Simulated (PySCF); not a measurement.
# Radial density of O⁺ (oxygen, charge +1)

CAM-B3LYP, [He] 2s1 2p3 3d1, high-spin 6D determinant (an excited configuration). Calculation: PySCF 2.14, in aug-cc-pVTZ with one added diffuse shell each of s, p, d, f type (6s5p4d3f, 62 functions); the non-relativistic Hamiltonian (point nucleus).

```tsv
r (bohr)	4πr²ρ (e/bohr)	4πr²(ρα − ρβ)
0.00366	0.04825	0.0015
0.00615	0.1317	0.0040
0.0103	0.3474	0.0105
0.0174	0.8798	0.0265
0.0293	2.059	0.0620
0.0493	4.253	0.1280
0.0828	7.099	0.2176
0.139	8.413	0.3103
0.234	5.959	0.5793
0.394	3.215	1.8186
0.663	3.747	3.6674
1.12	2.881	2.8807
1.88	0.6828	0.6828
3.16	0.2489	0.2489
5.31	0.1857	0.1857
8.93	0.002596	0.0026
```

The outer electron is Rydberg-like, and this basis confines it to a smaller radius and binds it less than a complete one would.
